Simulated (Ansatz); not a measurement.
Consider the ligand exchange at the Hf–C bond: `[CH3][Hf]([Cl])([Cl])[Cl]` + CH₃OH → `C[O][Hf]([Cl])([Cl])[Cl]` + CH₄.

Program: Ansatz. Geometries: PBE0-D4/def2-TZVP. ΔE: electronic, gas phase. CCSD(T)/CBS adds triple-zeta CCSD(T) − MP2 to the extrapolated MP2 energy (def2 sets, frozen cores). This one scheme is used for every species. Functionals use def2-TZVPP. B3LYP here is the variant with VWN-RPA as its local correlation; programs differ in this. HSE06 is defined as in plane-wave codes. Elements past krypton have def2 core potentials. For Hf outer-core shells are correlated without core-valence functions, which leaves a few kJ/mol of doubt a bond. One conformer a species, not always the lowest.

```json
{"level": "LDA (SPW92)", "ΔE (kJ/mol)": "-197.3", "difference from CCSD(T)/CBS": "0.3"}
{"level": "BLYP-D4", "ΔE (kJ/mol)": "-205.7", "difference from CCSD(T)/CBS": "-8.1"}
{"level": "r2SCAN-D4", "ΔE (kJ/mol)": "-202.0", "difference from CCSD(T)/CBS": "-4.4"}
{"level": "B3LYP-D4", "ΔE (kJ/mol)": "-205.0", "difference from CCSD(T)/CBS": "-7.4"}
{"level": "CAM-B3LYP-D4", "ΔE (kJ/mol)": "-209.2", "difference from CCSD(T)/CBS": "-11.6"}
{"level": "revPBE", "ΔE (kJ/mol)": "-194.0", "difference from CCSD(T)/CBS": "3.6"}
{"level": "PBE0", "ΔE (kJ/mol)": "-194.6", "difference from CCSD(T)/CBS": "3.0"}
{"level": "r2SCAN0", "ΔE (kJ/mol)": "-199.2", "difference from CCSD(T)/CBS": "-1.6"}
{"level": "HSE06", "ΔE (kJ/mol)": "-194.2", "difference from CCSD(T)/CBS": "3.4"}
{"level": "HF/def2-SVP", "ΔE (kJ/mol)": "-218.3", "difference from CCSD(T)/CBS": "-20.7"}
{"level": "MP2/def2-SVP", "ΔE (kJ/mol)": "-227.1", "difference from CCSD(T)/CBS": "-29.5"}
{"level": "CCSD/def2-SVP", "ΔE (kJ/mol)": "-220.7", "difference from CCSD(T)/CBS": "-23.1"}
{"level": "HF/def2-TZVPP", "ΔE (kJ/mol)": "-209.0", "difference from CCSD(T)/CBS": "-11.4"}
{"level": "MP2/def2-TZVPP", "ΔE (kJ/mol)": "-207.1", "difference from CCSD(T)/CBS": "-9.5"}
{"level": "MP2/def2-QZVPP", "ΔE (kJ/mol)": "-204.1", "difference from CCSD(T)/CBS": "-6.5"}
{"level": "MP2/CBS(def2)", "ΔE (kJ/mol)": "-202.0", "difference from CCSD(T)/CBS": "-4.4"}
{"level": "CCSD(T)/CBS", "ΔE (kJ/mol)": "-197.6", "difference from CCSD(T)/CBS": "0"}
```

Largest T1 diagnostic among the species: 0.014.

At CCSD(T), def2-SVP lies −24.8 kJ/mol from the extrapolated value and def2-TZVPP −5.1 kJ/mol. Leaving LDA and LC-ωPBE aside and taking each functional with its dispersion term where it has one, the values, not all of them listed here, spread over 14.6 kJ/mol, from CAM-B3LYP-D4 to HSE06-D4.
